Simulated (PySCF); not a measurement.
SMILES [CH3][Al]([CH3])[CH3] at its GFN2-xTB optimised geometry (Å):

```
13

C      1.8288     0.1151     0.0000
Al    -0.1661     0.1151     0.0000
C     -1.1638    -1.6125    -0.0012
C     -1.1641     1.8424     0.0000
H      2.2412     1.1299     0.0075
H      2.2484    -0.4014     0.8700
H      2.2485    -0.3883    -0.8776
H     -0.4915    -2.4771    -0.0213
H     -1.8007    -1.7303     0.8821
H     -1.8296    -1.7114    -0.8653
H     -0.9616     2.4443    -0.8924
H     -0.9044     2.4771     0.8540
H     -2.2485     1.6919     0.0375
```

Method: PySCF with PBE/def2-TZVP.

Map of the LUMO amplitude (bohr^(-3/2)) on the plane z = 0.8 Å; orbital energy -1.27 eV, overall sign arbitrary:

```
|===============================|
|===========--==================|
|=========------================|
|========--------===============|
|=======---------===============|
|=======----:::--===============|
|=======---:..:--===============|
|=======---:. .--===============|
|=======---::::-================|
|========-----==++++============|
|=============++*++++===========|
|==========++**##**++===========|
|=========++*##%%##*++==----====|
|========++*#%%@@%#*+==------===|
|========++*#%@@@@%#+=-:::---===|
|========++*#%@@@@%#+=:..:----==|
|=========+*#%@@@%#*+=:  ::---==|
|==========+*#%%%%#*+=:..:----==|
|=======--==+*####*++=-:::----==|
|=====------=+****++==-------===|
|====---::.:-=++++++===------===|
|====---:. .:-==++======---=====|
|====---::..:-==================|
|====----:::--==================|
|=====--------==================|
|=====--------==================|
|=======-----===================|
|===============================|
|===============================|
|===============================|
|===============================|
```
Scale: ten equal steps from -0.084 (start of ' ') to 0.117 (end of '@'), in the order ' .:-=+*#%@'; x runs from -4.50 to 4.50, y from -4.50 (bottom) to 4.50 (top).
